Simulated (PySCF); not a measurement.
Delta-SCF ions had no search for a lower state. Excitations are Tamm–Dancoff values on a coarser integration grid. The basis has no diffuse functions, so Rydberg states are missing or too high.

C₁₀H₉BS, SMILES `Bc1cc2sccc2cc1C=C` (charge 0, multiplicity 1)

Computed with TPSSh-D3(BJ)/def2-TZVP // B3LYP-D3(BJ)/def2-SVP (PySCF 2.14.0).

```json
{
 "HOMO": "-5.87 eV",
 "dipole_moment": "2.44 D",
 "HOMO–LUMO gap": "3.52 eV",
 "LUMO": "-2.35 eV",
 "S1 excitation (TDA)": "3.46 eV",
 "S1 oscillator strength": "0.091",
 "brightest of the four lowest singlets (TDA)": "4.17 eV",
 "T1 excitation (TDA)": "2.82 eV",
 "S1–T1 gap (TDA)": "0.65 eV",
 "vertical ionisation energy (Delta-SCF)": "7.74 eV",
 "total_energy": "-809.7344 Ha",
 "cost": "very roughly 100 core-minutes"
}
```

```xyz
21

B     -2.0904     1.6572     0.7548
C     -0.8265     0.8224     0.4844
C      0.4003     1.4772     0.7141
C      1.5954     0.9229     0.2585
S      3.2105     1.5873     0.4115
C      3.8811     0.2176    -0.4331
C      2.9449    -0.6984    -0.8160
C      1.6113    -0.3198    -0.4310
C      0.3957    -0.9998    -0.6237
C     -0.8080    -0.4686    -0.1558
C     -2.0170    -1.2931    -0.2978
C     -3.0639    -1.3186     0.5399
H     -2.0152     2.6027     1.5044
H     -3.1291     1.4519     0.1832
H      0.4010     2.4438     1.2227
H      4.9569     0.1710    -0.5996
H      3.1831    -1.6170    -1.3534
H      0.4006    -1.9717    -1.1241
H     -2.0158    -1.9844    -1.1490
H     -3.0957    -0.7090     1.4467
H     -3.9192    -1.9738     0.3557
```
Charge 0, spin multiplicity 1.
